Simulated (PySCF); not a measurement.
Excitation energy of Li by level of theory

Li [He] 2s1 (2S) → Li [He] 2p1 (2P), as a difference of total energies. Calculation: PySCF 2.14, in aug-cc-pCVDZ; no relativity, point nucleus. Correlated levels: valence and next inner shell: nothing frozen. The calculations carry no spin-orbit coupling.

| method | excitation energy (eV) | error (eV) |
| --- | --- | --- |
| UHF | 1.845 | -0.003 |
| LDA | 1.612 | -0.236 |
| PBE | 1.573 | -0.275 |
| PBE0 | 1.651 | -0.197 |
| r2SCAN | 1.623 | -0.225 |
| revPBE | 1.549 | -0.299 |
| CAM-B3LYP | 1.742 | -0.106 |
| MP2 (valence and next inner shell) | 1.848 | 0.000 |
| SCS-MP2 (valence and next inner shell) | 1.850 | +0.002 |

Reference: 1.848 eV (measured; NIST levels, between the centres of gravity of the two terms).

Errors of the correlated levels include the incompleteness of this basis.
